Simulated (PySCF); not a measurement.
Isomers of C6H5ClO2.

All values: PBE0/pcSseg-1 (PySCF) at GFN2-xTB geometries, gas phase, one conformer each.

Problem. Rank by HOMO–LUMO gap, lowest first.
A. `Cc1ccc(Cl)oc1=O`
B. `C[C@H]1C(=O)C=C(Cl)C1=O`
C. `[CH3:1][c:2]1[cH:3][cH:4][c:5]([C:6](=[O:7])[Cl:8])[o:9]1` with C4–C5–C6–O7 0°
D. `[CH3:1][c:2]1[cH:3][cH:4][o:5][c:6]1[C:7](=[O:8])[Cl:9]` with O5–C6–C7–O8 180°

Solution. B (4.71 eV), A (5.03 eV), C (5.29 eV), D (5.46 eV).

Problem. Rank by LUMO energy, lowest first.
A. `[CH3:1][c:2]1[cH:3][o:4][c:5]([C:6](=[O:7])[Cl:8])[cH:9]1` with O4–C5–C6–O7 179°
B. `Cc1ccc(Cl)oc1=O`
C. `C[C@H]1C(=O)C=C(Cl)C1=O`

Solution. C (-3.03 eV), A (-2.08 eV), B (-1.91 eV).

All values together:

```csv
SMILES,μ (D),HOMO (eV),LUMO (eV),lowest IAO charge (e),highest IAO charge (e),lowest Hirshfeld charge (e),highest Hirshfeld charge (e)
Cc1coc(C(=O)Cl)c1,5.04,-7.44,-2.08,-0.429 (C),+0.340 (C),-0.215 (O),+0.152 (C)
Cc1ccc(C(=O)Cl)o1,5.31,-7.29,-2.00,-0.440 (C),+0.339 (C),-0.218 (O),+0.150 (C)
C[C@H]1C(=O)C=C(Cl)C1=O,0.70,-7.74,-3.03,-0.411 (C),+0.372 (C),-0.224 (O),+0.154 (C)
Cc1ccc(Cl)oc1=O,4.34,-6.94,-1.91,-0.440 (O),+0.485 (C),-0.259 (O),+0.192 (C)
Cc1ccoc1C(=O)Cl,4.65,-7.46,-2.00,-0.431 (C),+0.336 (C),-0.208 (O),+0.151 (C)
```

Conformers: `[CH3:1][c:2]1[cH:3][o:4][c:5]([C:6](=[O:7])[Cl:8])[cH:9]1` with O4–C5–C6–O7 179°; `[CH3:1][c:2]1[cH:3][cH:4][c:5]([C:6](=[O:7])[Cl:8])[o:9]1` with C4–C5–C6–O7 0°; `[CH3:1][c:2]1[cH:3][cH:4][o:5][c:6]1[C:7](=[O:8])[Cl:9]` with O5–C6–C7–O8 180°.
